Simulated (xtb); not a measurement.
Harmonic IR lines of one isomer of C3H5N, unscaled. Level of theory: GFN2-xTB in xtb.

| wavenumber (cm⁻¹) | relative intensity |
|---|---|
| 525 | 8.3 |
| 819 | 10 |
| 932 | 7.7 |
| 1010 | 26 |
| 1048 | 3.5 |
| 1062 | 7.2 |
| 1400 | 5.4 |
| 2208 | 100 |
| 2987 | 6.5 |
| 3003 | 7.2 |
| 3044 | 3.0 |
| 3069 | 3.6 |

Task: Identify which structure gives these lines.
A. `NC1C=C1`
B. `C#CNC`
C. `CC=C=N`
D. `C=C=NC`

Result: C, `CC=C=N`
